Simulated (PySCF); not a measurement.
**Calculated NMR data**

No solvent model, a single conformation, equivalent nuclei averaged, no relativistic terms. σ from GIAO-PBE0/pcSseg-1; geometry from GFN2-xTB; B3LYP/pcJ-1 coupling constants (spin–dipole term left out of most H,H and C,H couplings); PySCF 2.14.0 with density-fitted response routines.

Referencing at the same level of theory: 1H (31.72 ppm), 13C (186.93 ppm) vs TMS. Multiplet labels drop J under 1 Hz and among equivalent protons, and merge close values. Unscaled 3J(H,H) run several per cent high. Shifts are as computed. Against solution values, carbons near 30 ppm lie about +3 ppm off and those near 130 ppm about +5 ppm. Of 1211 compounds with measured shifts, 218 miss one by over three times the rms of a fit or turn the order of signals round; such compounds aren't used in these exercises.

**1.** SMILES C=Nc1ccoc1, C5H5NO. 1H NMR (400 MHz, computed): δ 7.85 (d, J = 17.8 Hz, 1H), 7.48 (dd, J = 2.4, 1.5 Hz, 1H), 7.38 (d, J = 1.5 Hz, 1H), 7.32 (d, J = 17.8 Hz, 1H), 6.87 (d, J = 2.4 Hz, 1H). 13C{1H} NMR (computed): δ 153.1 (CH2), 148.3 (C), 148.2 (CH), 130.3 (CH), 118.8 (CH).

**2.** `C=Cc1nnco1`, C4H4N2O. 1H NMR (400 MHz, computed): δ 8.20 (s, 1H), 7.24 (dd, J = 19.0, 12.7 Hz, 1H), 6.64 (d, J = 19.0 Hz, 1H), 6.06 (d, J = 12.7 Hz, 1H). 13C{1H} NMR (computed): δ 171.6 (C), 157.4 (CH), 130.5 (CH2), 130.4 (CH).
